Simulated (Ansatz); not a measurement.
Computed with Ansatz on PBE0-D4/def2-TZVP structures; ΔE is electronic, products minus reactants. CCSD(T)/CBS is the MP2 limit (def2-TZVPP, def2-QZVPP) plus CCSD(T) − MP2 in def2-TZVPP, frozen cores. This one scheme is used for every species. Each species was taken in one conformer, which may not be the lowest.

Reaction (formal loss of a carbene): `FC[SiH]([SiH3])S` → `[CH]F` + `[SiH3][SiH2]S`

| species | HF/CBS(def2) energy (Eh) |
| --- | --- |
| `FC[SiH]([SiH3])S` | -1116.92813 |
| `[CH]F` | -137.82554 |
| `[SiH3][SiH2]S` | -978.97802 |

Question: Work out ΔE.

Answer: ΔE = (-137.82554) + (-978.97802) − (-1116.92813) = 0.12457 Eh = +78.2 kcal/mol. CCSD(T)/CBS gives +90.8 kcal/mol.

Largest T1 diagnostic among the species: 0.018.

From PBE to PBE0 (25 % exact exchange), in def2-TZVPP and without D4, ΔE moves by +1.7 kcal/mol. At CCSD(T), def2-SVP lies −3.4 kcal/mol from the extrapolated value and def2-TZVPP −1.9 kcal/mol.
